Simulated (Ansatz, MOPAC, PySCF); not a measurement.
Molecule: C2H8GeO, net charge 0, singlet state. SMILES: CC[O][GeH3]
Geometry from a B3LYP-D3(BJ)/def2-TZVP (Ansatz, a program for electronic structure) optimisation:
```xyz
12

C      2.8889    -0.1220     0.0285
C      1.5041    -0.0035    -0.5744
O      0.5411    -0.0702     0.4702
Ge    -1.1939     0.0443     0.0486
H      2.9927    -1.0698     0.5583
H      3.0651     0.6882     0.7374
H      3.6512    -0.0739    -0.7523
H      1.4112     0.9457    -1.1198
H      1.3388    -0.8127    -1.2989
H     -1.9285    -0.0620     1.3888
H     -1.4550     1.3955    -0.6493
H     -1.5584    -1.1130    -0.9047
```

Unscaled harmonic wavenumbers (cm⁻¹) in rising order, each level at the stationary point that it reaches from this structure (no distance between atoms moves by over 0.3 Å); the order of modes can differ between levels, and a negative number is imaginary. B3LYP-D3(BJ)/def2-TZVP (PySCF, at the structure above): 57, 111, 175, 258, 336, 618, 623, 700, 822, 845, 863, 880, 936, 1085, 1130, 1179, 1310, 1402, 1422, 1482, 1498, 1523, 2115, 2117, 2174, 2963, 2985, 3035, 3100, 3108.

AM1 (MOPAC): 62, 86, 134, 201, 376, 523, 528, 643, 662, 668, 803, 855, 1037, 1159, 1214, 1235, 1371, 1382, 1395, 1407, 1427, 1447, 1910, 1927, 1934, 2988, 3053, 3072, 3077, 3162. Zero-point energy 56.8 against 58.4 kcal/mol; where all levels lie over 400 cm⁻¹, the wavenumbers are on average 0.961 times those of B3LYP-D3(BJ)/def2-TZVP.

PM6 (MOPAC): 44, 68, 90, 182, 325, 557, 567, 618, 762, 804, 805, 836, 966, 1094, 1148, 1171, 1183, 1244, 1254, 1295, 1319, 1333, 2286, 2292, 2380, 2644, 2697, 2700, 2710, 2791. Zero-point energy 54.6 against 58.4 kcal/mol; where all levels lie over 400 cm⁻¹, the wavenumbers are on average 0.941 times those of B3LYP-D3(BJ)/def2-TZVP.

HF/6-31G* with LANL2DZ past Ar (Ansatz): 63, 117, 185, 282, 354, 670, 690, 740, 883, 952, 952, 978, 1014, 1195, 1251, 1296, 1438, 1544, 1586, 1627, 1643, 1679, 2187, 2203, 2240, 3164, 3189, 3208, 3273, 3289. Zero-point energy 62.7 against 58.4 kcal/mol; where all levels lie over 400 cm⁻¹, the wavenumbers are on average 1.083 times those of B3LYP-D3(BJ)/def2-TZVP.

B3LYP/6-31G* with LANL2DZ past Ar (Ansatz): 62, 124, 175, 264, 332, 616, 626, 676, 826, 864, 865, 901, 940, 1095, 1144, 1191, 1323, 1421, 1449, 1512, 1528, 1553, 2070, 2077, 2129, 2979, 3006, 3055, 3124, 3135. Zero-point energy 58.7 against 58.4 kcal/mol; where all levels lie over 400 cm⁻¹, the wavenumbers are on average 1.005 times those of B3LYP-D3(BJ)/def2-TZVP.
